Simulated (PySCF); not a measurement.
A calculated (LDA, PySCF 2.14, aug-cc-pVTZ-DK3, the spin-free X2C one-electron Hamiltonian (Gaussian nucleus)) atom or ion has these occupied shells.

| shell | electrons | orbital energy (eV) | rms radius, mean of both spins (bohr) |
| --- | --- | --- | --- |
| 1s α | 1 | -28946.0 | 0.0333 |
| 1s β | 1 | -28946.0 | 0.0333 |
| 2s α | 1 | -4396.1 | 0.136 |
| 2s β | 1 | -4395.8 | 0.136 |
| 2p α | 3 | -3955.0 | 0.121 |
| 2p β | 3 | -3954.8 | 0.121 |
| 3s α | 1 | -870.30 | 0.363 |
| 3s β | 1 | -870.09 | 0.363 |
| 3p α | 3 | -725.74 | 0.363 |
| 3p β | 3 | -725.51 | 0.363 |
| 3d α | 5 | -501.22 | 0.342 |
| 3d β | 5 | -500.94 | 0.342 |
| 4s α | 1 | -159.57 | 0.867 |
| 4s β | 1 | -158.59 | 0.867 |
| 4p α | 3 | -115.26 | 0.940 |
| 4p β | 3 | -114.28 | 0.940 |
| 4d α | 5 | -50.472 | 1.15 |
| 4d β | 4 | -49.470 | 1.15 |
| 5s α | 1 | -29.464 | 2.25 |
| 5s β | 1 | -28.527 | 2.25 |
| 5p α | 1 | -20.605 | 2.66 |

Q: Name the element and its charge.

A: Sn(2+) (tin, charge +2), in [Kr] 4d9 5s2 5p1, one real determinant (an excited configuration).
